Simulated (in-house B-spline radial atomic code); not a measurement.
RPA and G0W0 for Gd3+, [Xe] 4f7, highest spin, as one setting changes: the highest l of the empty states. Start: r2SCAN. A dash marks a level of low quasi-particle weight. Computed with an all-electron radial atomic-structure program (B-spline basis): all electrons, scalar-relativistic (spin-free one-electron X2C), finite nucleus, each spin shell either full or empty, empty states to the listed l with an (l + 1/2)⁻⁴ tail; G0W0 by contour deformation at full frequency.

Without the two-electron picture change, the correlation of inner shells comes somewhat too large for so heavy an element.

```tsv
highest l of the empty states	RPA summed (Eh)	RPA extrapolated (Eh)	G0W0 level (eV)
5	-4.6313	-5.2627	4f up -44.74
6	-4.8575	-5.2459	4f up -44.82
7	?	?	?
8	-5.0437	-5.2018	4f up -44.79
9	-5.0827	-5.1883	4f up -44.77
10	?	?	?
11	-5.1226	-5.1754	4f up -44.76
```

Question: What belongs in the row for 7?

Answer: RPA summed (Eh): -4.977; RPA extrapolated (Eh): -5.2213; G0W0 level (eV): 4f up -44.79.

Question: What belongs in the row for 10?

Answer: RPA summed (Eh): -5.1069; RPA extrapolated (Eh): -5.1803; G0W0 level (eV): 4f up -44.77.
